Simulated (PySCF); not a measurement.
# Working out the excitation energy of Si²⁺

Si²⁺ [Ne] 3s2 (1S) → Si²⁺ [Ne] 3s1 4s1 (3S). Computed with PySCF 2.14 in aug-cc-pwCVDZ, with no relativity, point nucleus. Frozen: [Ne]. Energies in hartree (1 hartree = 27.21139 eV):

```tsv
part	Si²⁺ (lower)	Si²⁺ (upper)
UHF	-287.988634	-287.326032
CCSD correlation	-0.043779	-0.008154
(T)	0.000000	0.000000
```

What does Hartree-Fock give?

(-287.326032) − (-287.988634) = 0.662602 hartree = 18.030 eV.

What do CCSD and CCSD(T) give?

The CCSD correlation energies differ by 0.035625 hartree = 0.969 eV and the triples by 0.000000 hartree = 0.000 eV, so CCSD gives 18.999 eV and CCSD(T) 18.999 eV.

A double-zeta basis recovers only part of the correlation energy.
